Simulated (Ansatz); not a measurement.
Abridged output of a molecular run in Ansatz:

```
Functional definition: HF
2989 factors; integrals over basis functions are off by at most 8.9e-4 eV
mean field evaluation 1: about -18372.2617 eV, gradient 5.8e1 eV
mean field evaluation 2: about -18372.7379 eV, gradient 5.8e1 eV
mean field evaluation 4: about -18380.4784 eV, gradient 6.7e0 eV
mean field evaluation 8: about -18380.6068 eV, gradient 4.6e-1 eV
mean field -18380.60731285 eV, -675.4748599242 hartree, gradient 1.7e-6 eV, S^2 0.000000; 0 other end points of the search recorded, 0 dependent functions left out
13 core orbitals not correlated: weight in the atoms' cores, before any rotation towards them, 1.000 or more for the frozen orbitals, at most 0.000 for the correlated occupied ones
reference -18380.60731285 eV, -675.4748599242 hartree; 28, 28 occupied and 473, 473 virtual orbitals, 2989 factors
second order -44.80132925 eV of doubles, -0.00000000 eV of singles
cycle   1  -45.85328471 eV  change    -1.1e0 eV  update   1.3e-1
cycle   2  -46.87743852 eV  change    -1.0e0 eV  update   3.8e-2
cycle   3  -47.09358746 eV  change   -2.2e-1 eV  update   1.8e-2
cycle   4  -47.08142249 eV  change    1.2e-2 eV  update   3.8e-3
cycle   5  -47.08057744 eV  change    8.5e-4 eV  update   1.6e-3
cycle   6  -47.08124779 eV  change   -6.7e-4 eV  update   4.7e-4
cycle   7  -47.08099856 eV  change    2.5e-4 eV  update   1.9e-4
cycle   8  -47.08094397 eV  change    5.5e-5 eV  update   5.5e-5
perturbative correction -1.79486635 eV, -0.0659601219 hartree
Total energy: -18429.48312318 eV, -677.2710128244 hartree
```

Its atoms:

Cartesian coordinates in Å:
```
C -0.678 -0.743 3.079
C 0.280 -0.745 1.913
O -0.419 -1.068 0.729
Si 0.171 -0.790 -0.784
C -1.162 -1.391 -1.929
C 1.812 -1.617 -1.049
O 0.474 0.817 -0.982
C -0.512 1.820 -0.855
C 0.155 3.162 -0.678
H -1.155 -1.720 3.183
H -0.151 -0.513 4.008
H -1.461 0.005 2.931
H 0.761 0.238 1.817
H 1.078 -1.480 2.083
H -0.890 -1.217 -2.973
H -1.333 -2.461 -1.794
H -2.106 -0.877 -1.731
H 1.736 -2.697 -0.900
H 2.176 -1.437 -2.064
H 2.562 -1.228 -0.355
H -1.167 1.607 0.001
H -1.146 1.831 -1.752
H 0.766 3.170 0.227
H -0.593 3.955 -0.597
H 0.803 3.382 -1.529
```

**Question.** Which basis set was used?
A. def2-TZVPP
B. def2-SVP
C. def2-SVPD
D. def2-QZVPP

**Answer.** A. It gives 514 functions.

**Question.** Write the keys of the input that set method, charge and spin (a neutral closed shell needs none for the last two).

**Answer.** 
```yaml
correlation: {method: ccsd_t}
```
